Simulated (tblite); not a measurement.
C3H11ClSi3.
SMILES with atom numbers: `[CH2:1]=[C:2]([CH3:3])[SiH2:4][Si@H:5]([SiH3:6])[Cl:7]` (hydrogens: H8, H9 on C1; H10, H11, H12 on C3; H13, H14 on Si4; H15 on Si5; H16, H17, H18 on Si6)

Cartesian coordinates in Å at the GFN2-xTB level; atoms count from 1:
```
atom  x, y, z in Å
C1    -0.9455    1.5594    0.0524
C2    -1.4897    0.3505    0.0312
C3    -2.9235    0.1575   -0.3522
Si4   -0.5239   -1.2177    0.4672
Si5    1.6781   -0.6725    0.9838
Si6    3.0423    0.2406   -0.6681
Cl7    2.5678   -2.4091    1.6430
H8    -1.5071    2.4470   -0.2015
H9     0.0852    1.7215    0.3251
H10   -3.4076    1.1033   -0.5885
H11   -3.4669   -0.3217    0.4607
H12   -2.9904   -0.4982   -1.2189
H13   -0.6105   -2.1150   -0.7003
H14   -1.2818   -1.9101    1.5248
H15    1.7297    0.1718    2.1920
H16    2.2483    1.1387   -1.5122
H17    4.1617    1.0331   -0.1491
H18    3.6249   -0.7726   -1.5505
```

All values are computed: GFN2-xTB (tblite) harmonic vibrations without scaling, gas phase. Errors from tens to a few hundred cm⁻¹ against measured bands are possible. Modes of hydrogen on silicon can be 10 to 20 % off. One conformer, not necessarily the lowest. The optimisation stopped once no atom felt more than 0.01 eV/Å.

Lowest wavenumbers of the output (negative numbers stand for imaginary wavenumbers):
```
mode    cm-1
  1     -22.9
  2      21.5
  3      41.1
  4      70.9
  5     103.9
  6     116.1
  7     138.4
  8     142.6
```

Q: Is this structure a minimum?

A: Not by this Hessian. 1 mode is imaginary beyond 20i (23i cm⁻¹), so at this level the point lies at or near a first-order saddle. The curvature is small, so loose convergence or finite differences may be the whole cause.

Q: Which atoms move in the imaginary mode?

A: 23i: H17 (Si–H hydrogen) 35 %, H16 (Si–H hydrogen) 28 %, H18 (Si–H hydrogen) 28 %. These are shares of the mass-weighted motion.

Q: What is the remedy?

A: Step along that mode in both directions, optimise again with tighter thresholds and repeat the frequencies. The zero-point energy of this point (74.6 kcal/mol) counts the 47 real modes alone, and thermal corrections from it aren't those of a minimum.

Hardware: one thread of an Arm Neoverse V1, shared host with 64 logical CPUs at a one-minute load of 26. Cost: 1.0 s. The figure is for the frequency step alone.
